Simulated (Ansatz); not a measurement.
Computed with Ansatz on PBE0-D4/def2-TZVP structures; ΔE is electronic, products minus reactants. CCSD(T)/CBS is the MP2 limit (def2-TZVPP, def2-QZVPP) plus CCSD(T) − MP2 in def2-TZVPP, frozen cores. This one scheme is used for every species. DFT in def2-TZVPP. B3LYP here is the variant with VWN-RPA as its local correlation; programs differ in this. Elements past krypton have def2 core potentials. For Ge, I outer-core shells are correlated without core-valence functions, which leaves a few kJ/mol of doubt a bond. Scalar relativity is left out up to krypton. One conformer a species, not always the lowest.

`S[SiH2][GeH2][I]` + H₂O → `[OH][GeH2][I]` + `[SiH3]S`  (formal hydrolysis of a Ge–Si bond)

| level | ΔE (kJ/mol) | difference from CCSD(T)/CBS |
| --- | --- | --- |
| PBE-D4 | 10.7 | 5.8 |
| r2SCAN-D4 | -3.0 | -7.9 |
| B3LYP-D4 | -1.1 | -6.0 |
| r2SCANh-D4 | -1.7 | -6.6 |
| r2SCAN0-D4 | -0.3 | -5.2 |
| CAM-B3LYP-D4 | -9.7 | -14.6 |
| ωB97X-V | -8.1 | -13.0 |
| B2PLYP | -12.8 | -17.7 |
| PBE-QIDH | -0.8 | -5.7 |
| PBE | 2.6 | -2.3 |
| r2SCANh | -4.2 | -9.1 |
| BHLYP | -18.4 | -23.3 |
| LC-ωPBE | -6.1 | -11.0 |
| CCSD(T)/def2-SVP | -15.1 | -20.0 |
| SCS-MP2/def2-QZVPP | -9.3 | -14.2 |
| MP2/CBS(def2) | 5.7 | 0.8 |
| CCSD(T)/CBS | 4.9 | 0 |

Largest T1 diagnostic among the species: 0.011.

In def2-TZVPP, CCSD(T) changes the Hartree–Fock value by +28.5 kJ/mol (the triples alone add +3.2 kJ/mol) and MP2 by +29.3 kJ/mol. At CCSD(T), def2-SVP lies −20.0 kJ/mol from the extrapolated value and def2-TZVPP −9.8 kJ/mol.

CCSD(T)/CBS has its own doubt, a few kJ/mol and more with outer-core shells, so smaller differences from it don't rank the levels.
